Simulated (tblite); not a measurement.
C4H9FN4Si.
Geometry (GFN2-xTB, Å), atoms numbered from 1 in this order:
```xyz
19
C4H9FN4Si angstrom
C     -2.1470    1.5153   -0.1183
N     -1.8564    0.1620    0.2953
Si    -0.6539   -0.8570   -0.3547
N     -0.6981   -2.2889    0.5938
N      0.9927   -0.2549   -0.0867
C      1.9045   -0.5828    0.8713
N      2.9986    0.1136    0.8040
C      2.8358    0.9683   -0.2481
C      1.6094    0.7397   -0.7847
F      0.9873    1.3166   -1.8219
H     -3.2197    1.6433   -0.2831
H     -1.8218    2.2431    0.6313
H     -1.6274    1.7268   -1.0486
H     -2.3158   -0.0918    1.1551
H     -0.7734   -0.9413   -1.8099
H      0.0504   -2.9521    0.4809
H     -1.5756   -2.7768    0.6517
H      1.7082   -1.3426    1.5984
H      3.5924    1.6688   -0.5333
```

Computed values, GFN2-xTB/tblite, gas phase, harmonic and unscaled. The method is semi-empirical: single wavenumbers can be off by several per cent or more. Modes of hydrogen on silicon can be 10 to 20 % off. One conformer, not necessarily the lowest. The optimisation stopped once no atom felt more than 0.01 eV/Å.

Lowest wavenumbers of the output (negative numbers stand for imaginary wavenumbers):
```
mode    cm-1
  1     -44.6
  2      28.8
  3      52.3
  4      98.6
  5     130.8
  6     164.0
  7     196.8
  8     225.2
  9     237.2
 10     306.8
```

Problem. Is this structure a minimum?

Solution. Not by this Hessian. 1 mode is imaginary beyond 20i (45i cm⁻¹), so at this level the point lies at or near a first-order saddle. The curvature is small, so loose convergence or finite differences may be the whole cause.

Problem. Which atoms move in the imaginary mode?

Solution. 45i: H12 (methyl hydrogen) 28 %, H13 (methyl hydrogen) 25 %, H11 (methyl hydrogen) 23 %. These are shares of the mass-weighted motion.

Problem. What is the remedy?

Solution. Step along that mode in both directions, optimise again with tighter thresholds and repeat the frequencies. The zero-point energy of this point (87.3 kcal/mol) counts the 50 real modes alone, and thermal corrections from it aren't those of a minimum.
